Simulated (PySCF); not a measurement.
SiFCl2Br, SMILES F[Si](Cl)(Cl)Br.

Geometry: ωB97X-D3(BJ)/def2-SVP.

Method: PySCF with TDDFT-LC-ωPBE/def2-SVPD.

Vertical excitations.  State labels are in the subgroup Cs.

```json
[
 {"state": "S1", "symmetry": "A\"", "energy (eV)": "7.38", "λ (nm)": "168", "f": "0.014", "main pairs": "HOMO→LUMO 75 %"},
 {"state": "S2", "symmetry": "A'", "energy (eV)": "7.48", "λ (nm)": "166", "f": "0.017", "main pairs": "HOMO−1→LUMO 75 %"},
 {"state": "S3", "symmetry": "A\"", "energy (eV)": "8.36", "λ (nm)": "148", "f": "0.037", "main pairs": "HOMO−2→LUMO 68 %, HOMO−2→LUMO+1 12 %"},
 {"state": "S4", "symmetry": "A\"", "energy (eV)": "8.57", "λ (nm)": "145", "f": "0.006", "main pairs": "HOMO−4→LUMO 34 %, HOMO→LUMO+1 20 %, HOMO→LUMO+4 11 %, HOMO→LUMO+6 11 %"},
 {"state": "S5", "symmetry": "A\"", "energy (eV)": "8.72", "λ (nm)": "142", "f": "0.001", "main pairs": "HOMO→LUMO+1 25 %, HOMO−4→LUMO 23 %, HOMO→LUMO+4 13 %, HOMO→LUMO+6 9 %"},
 {"state": "S6", "symmetry": "A'", "energy (eV)": "8.75", "λ (nm)": "142", "f": "0.078", "main pairs": "HOMO−3→LUMO 43 %, HOMO−1→LUMO+1 10 %, HOMO−3→LUMO+1 9 %, HOMO−1→LUMO+4 8 %"},
 {"state": "S7", "symmetry": "A'", "energy (eV)": "8.93", "λ (nm)": "139", "f": "0.057", "main pairs": "HOMO−1→LUMO+1 21 %, HOMO−5→LUMO 16 %, HOMO−3→LUMO 15 %, HOMO−1→LUMO+6 8 %"},
 {"state": "S8", "symmetry": "A'", "energy (eV)": "9.07", "λ (nm)": "137", "f": "0.026", "main pairs": "HOMO−5→LUMO 42 %, HOMO−5→LUMO+1 9 %, HOMO−2→LUMO+5 9 %, HOMO−1→LUMO+1 8 %"},
 {"state": "S9", "symmetry": "A\"", "energy (eV)": "9.17", "λ (nm)": "135", "f": "0.000", "main pairs": "HOMO−1→LUMO+5 56 %, HOMO−1→LUMO+10 11 %, HOMO−1→LUMO+3 8 %"},
 {"state": "S10", "symmetry": "A'", "energy (eV)": "9.33", "λ (nm)": "133", "f": "0.058", "main pairs": "HOMO→LUMO+5 36 %, HOMO−1→LUMO+1 17 %, HOMO−6→LUMO 12 %, HOMO→LUMO+3 7 %"},
 {"state": "T1", "symmetry": "A\"", "energy (eV)": "6.79", "λ (nm)": "183", "f": "0", "main pairs": "HOMO→LUMO 69 %, HOMO→LUMO+1 11 %"},
 {"state": "T2", "symmetry": "A'", "energy (eV)": "6.87", "λ (nm)": "180", "f": "0", "main pairs": "HOMO−1→LUMO 70 %, HOMO−1→LUMO+1 11 %"},
 {"state": "T3", "symmetry": "A\"", "energy (eV)": "7.74", "λ (nm)": "160", "f": "0", "main pairs": "HOMO−2→LUMO 60 %, HOMO−2→LUMO+1 15 %"},
 {"state": "T4", "symmetry": "A'", "energy (eV)": "7.85", "λ (nm)": "158", "f": "0", "main pairs": "HOMO−3→LUMO 54 %, HOMO−3→LUMO+1 9 %"}
]
```
Triplets are in the Tamm–Dancoff approximation, which puts them higher than full response would, so one can lie above its singlet here.
